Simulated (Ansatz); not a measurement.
The molecule SeS, multiplicity 3 (the spin of the measured ground state). No spin–orbit coupling. Se is treated without relativity.

D_e counts from the fitted minimum to each atom's lowest state at the same level, without counterpoise.

Correlated levels freeze the inner cores; with def2 sets outer-core shells near the valence are correlated too.

The values were computed with Ansatz (Gaussian orbitals). 

| level | bond energy D_e (eV) |
|---|---|
| SVWN5/def2-TZVPP | 5.335 |
| PBE/def2-TZVPP | 4.494 |
| B3LYP/def2-TZVPP | 3.994 |
| PBE0/def2-TZVPP | 4.108 |
| wB97X-V/def2-TZVPP | 4.011 |
| B2PLYP/def2-TZVPP | 3.957 |
| CCSD/def2-QZVPP | ___ |
| CCSD(T)/def2-TZVPP | ___ |
| CCSD(T)/def2-QZVPP | 3.880 |

Task: What belongs in the gaps?

Result: 
- CCSD/def2-QZVPP, bond energy D_e (eV): 3.574
- CCSD(T)/def2-TZVPP, bond energy D_e (eV): 3.693

Ansatz is an electronic-structure program.
